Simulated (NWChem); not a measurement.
Molecule: SiIF$_{3}$; SMILES [Si](F)(F)(F)I

```xyz
5

F     -1.2030    -0.8797     1.7632
Si     0.0000     0.0000     1.1920
F      1.3634    -0.6020     1.7632
F     -0.1604     1.4817     1.7632
I      0.0000     0.0000    -1.1926
```
Atoms are numbered in this order, from 1.

Geometry: optimised at PBE0/def2-SVP. def2 effective core potentials on I; no spin-orbit coupling.

Task: List the 4 lowest vertical singlet excitations from LDA (Slater exchange, VWN5)/def2-SVP with def2 effective core potentials on I, TDA (NWChem).

Result: 
| state | energy (eV) | oscillator strength | leading excitation (squared amplitude) |
|---|---|---|---|
| S1 | 5.88 | 0.006 | HOMO → LUMO (0.99) |
| S2 | 5.88 | 0.006 | HOMO−1 → LUMO (0.99) |
| S3 | 7.79 | 0.000 | HOMO → LUMO+1 (0.48) |
| S4 | 7.92 | 0.000 | HOMO−1 → LUMO+2 (0.39) |
